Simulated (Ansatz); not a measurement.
This geometry of CH₃BBrF (7 atoms, charge 0, multiplicity 1) is a first-order saddle point.

Computed with RKS BLYP/def2-SVP (Ansatz).

```xyz
7
Properties=species:S:1:pos:R:3
F 0.923 0.614 -1.668
B 0.414 0.732 -0.438
C -0.250 -0.559 0.186
Br -0.982 -0.289 2.013
H 0.500 1.813 0.103
H 0.482 -1.390 0.250
H -1.086 -0.922 -0.447
```

**Question.** Which two structures does it join? (They come from a converged band through this point; their orientation in space is the band's.)

**Answer.** No bond is made or broken. The dihedral F1–B2–C3–Br4 goes from 98 to -98°. The two ends are copies of one structure, up to a mirror image or an exchange of like atoms.

Image 0:

```xyz
7
Properties=species:S:1:pos:R:3
F 1.642 0.743 -0.745
B 0.336 0.712 -0.461
C -0.311 -0.631 0.054
Br -0.282 -0.210 2.029
H -0.298 1.737 -0.605
H 0.285 -1.552 -0.074
H -1.371 -0.799 -0.199
```

Image 8:

```xyz
7
Properties=species:S:1:pos:R:3
F -0.300 1.575 -1.112
B 0.426 0.673 -0.444
C -0.261 -0.652 0.064
Br -0.595 -0.076 1.970
H 1.597 0.925 -0.247
H 0.381 -1.547 0.132
H -1.249 -0.897 -0.364
```

**Question.** How far does it lie above each of them?

**Answer.** 0.085 eV above the first and 0.085 eV above the second. This is the barrier of this one path; another mechanism may lie lower.

Run time: 2.5 min on 1 thread of Arm Neoverse V1, with other jobs on the host, peak memory 0.12 GiB.
